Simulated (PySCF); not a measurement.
A survey of ¹⁷O NMR shifts

Theory: PBE0/pcSseg-1 with gauge-including orbitals, geometry from GFN2-xTB, in PySCF (single conformer, no relativistic terms, isolated molecule, equivalent nuclei averaged).

Shieldings were converted by a linear fit to measured shifts: ¹⁷O: δ = 266.70 − 0.911σ (rms 10.7 ppm, 155 shifts, 12.2 ppm with the 3 outliers that the fit left out vs liquid water, solution or neat liquid). Occasional misses reach two or three times the rms, and more in compound classes unlike the fitted ones.

Question: Give the ¹⁷O shifts of `O=C(O)CO[SiH2]O`, `C[C@@H]([SiH3])[C@@H](C)C=O`, `O=CO[C@@H]1O[Si@H](F)O[SiH2]1`, `C[C@H](C=O)CC[SiH3]`, `O[SiH2]C1CCCC1`, `O=C=C(C=O)C[SiH2]Cl`, `[SiH3]Oc1ccc(Cl)o1`, `N#CC[C@@]([SiH3])(C#N)C=O`.

Answer: 
| compound | environment | δ (ppm) |
| --- | --- | --- |
| [O:1]=[C:2]([OH:3])[CH2:4][O:5][SiH2:6][OH:7] | O1: carbonyl oxygen | 361.2 |
| [O:1]=[C:2]([OH:3])[CH2:4][O:5][SiH2:6][OH:7] | O3: acid hydroxyl oxygen | 141.3 |
| [O:1]=[C:2]([OH:3])[CH2:4][O:5][SiH2:6][OH:7] | O7: oxygen bonded to Si, H | -8.4 |
| [O:1]=[C:2]([OH:3])[CH2:4][O:5][SiH2:6][OH:7] | O5: oxygen bonded to C, Si | -13.8 |
| C[C@@H]([SiH3])[C@@H](C)C=O | aldehyde oxygen | 589.3 |
| [O:1]=[CH:2][O:3][C@@H:4]1[O:5][Si@H:6]([F:7])[O:8][SiH2:9]1 | O1: ester carbonyl oxygen | 336.6 |
| [O:1]=[CH:2][O:3][C@@H:4]1[O:5][Si@H:6]([F:7])[O:8][SiH2:9]1 | O3: ester alkoxy oxygen | 197.9 |
| [O:1]=[CH:2][O:3][C@@H:4]1[O:5][Si@H:6]([F:7])[O:8][SiH2:9]1 | O8: oxygen bonded to 2 Si, in a 5-membered ring | 49.2 |
| [O:1]=[CH:2][O:3][C@@H:4]1[O:5][Si@H:6]([F:7])[O:8][SiH2:9]1 | O5: oxygen bonded to C, Si, in a 5-membered ring | 40.7 |
| C[C@H](C=O)CC[SiH3] | aldehyde oxygen | 576.2 |
| O[SiH2]C1CCCC1 | oxygen bonded to Si, H | -22.5 |
| [O:1]=[C:2]=[C:3]([CH:4]=[O:5])[CH2:6][SiH2:7][Cl:8] | O5: aldehyde oxygen | 455.0 |
| [O:1]=[C:2]=[C:3]([CH:4]=[O:5])[CH2:6][SiH2:7][Cl:8] | O1: carbonyl oxygen | 324.8 |
| [SiH3:1][O:2][c:3]1[cH:4][cH:5][c:6]([Cl:7])[o:8]1 | O8: aromatic ring oxygen | 227.2 |
| [SiH3:1][O:2][c:3]1[cH:4][cH:5][c:6]([Cl:7])[o:8]1 | O2: oxygen bonded to C, Si | 41.5 |
| N#CC[C@@]([SiH3])(C#N)C=O | aldehyde oxygen | 571.0 |

In solution the two oxygens of a carboxylic acid give one averaged line by proton exchange, and hydrogen bonding shields acid and N–H amide carbonyl oxygens by tens of ppm; neither is in these numbers.
